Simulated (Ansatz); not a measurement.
Reaction (ligand exchange at the Si–F bond): `N[SiH](O)F` + CH₃NH₂ → `CN[SiH](N)O` + H–F

Gas-phase electronic energies from Ansatz, PBE0-D4/def2-TZVP geometries. CCSD(T)/CBS adds triple-zeta CCSD(T) − MP2 to the extrapolated MP2 energy (def2 sets, frozen cores). This one scheme is used for every species. DFT in def2-TZVPP. One conformer a species, not always the lowest.

(1) Is it downhill or uphill in electronic energy at CCSD(T)/CBS, and by how much? (Estimate.)

(2) What do these levels give: PBE0-D4, ωB97M-V, r2SCAN, HF/def2-TZVPP, MP2/def2-TZVPP, SCS-MP2/def2-TZVPP, CCSD/def2-TZVPP, HF/def2-QZVPP, MP2/def2-QZVPP, HF/CBS(def2), MP2/CBS(def2), CCSD/CBS(def2)? (An estimate is asked.)

Largest T1 diagnostic among the species: 0.011.

## Answers

(1) Ansatz gave: Uphill: ΔE = +89.0 kJ/mol.

(2) The calculation gave: PBE0-D4 86.2, ωB97M-V 92.4, r2SCAN 97.3, HF/def2-TZVPP 112.2, MP2/def2-TZVPP 87.1, SCS-MP2/def2-TZVPP 93.0, CCSD/def2-TZVPP 93.3, HF/def2-QZVPP 113.5, MP2/def2-QZVPP 86.8, HF/CBS(def2) 113.7, MP2/CBS(def2) 85.8, CCSD/CBS(def2) 92.0 kJ/mol.

The D4 term adds −10.9 kJ/mol with B3LYP and −6.2 kJ/mol with PBE0; it sums over pairs of atoms, weighted by their polarisabilities, and B3LYP, whose exchange is more repulsive, gets the larger term. In def2-TZVPP, CCSD(T) changes the Hartree–Fock value by −21.8 kJ/mol (the triples alone add −3.0 kJ/mol) and MP2 by −25.1 kJ/mol.

B3LYP here is the variant with VWN-RPA as its local correlation; programs differ in this.
